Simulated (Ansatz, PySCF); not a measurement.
Al(Cl) cation (AlCl), SMILES [Al][Cl] (connectivity only; charge and spin as stated), charge +1, multiplicity 2. Atoms are numbered in the order given.

```xyz
2

Al     0.0000     0.0000    -1.1439
Cl     0.0000     0.0000     0.8795
```
Charge +1, spin multiplicity 2.

Coordinates come from a PBE0-D3(BJ)/def2-TZVPD optimisation. The multiplicity is an assumed one; other spin states were not compared.

Two levels are set side by side: PBE-D3(BJ)/def2-TZVPD (Ansatz, a first-principles code) and PBE0-D3(BJ)/def2-TZVPD (Ansatz). Each level has its own optimised geometry; the coordinates shown are those of the second. Frequencies come from the Hessian of PySCF at each geometry. Differences are taken from unrounded values.

```tsv
quantity	PBE0-D3(BJ)	PBE-D3(BJ)	PBE-D3(BJ) minus PBE0-D3(BJ)
bond Al1–Cl2 (Å)	2.023	2.043	0.020
highest harmonic wavenumber (cm⁻¹)	597	569	-29
mean harmonic wavenumber (cm⁻¹)	597	569	-29
zero-point energy (kcal/mol)	0.85	0.81	-0.04
```
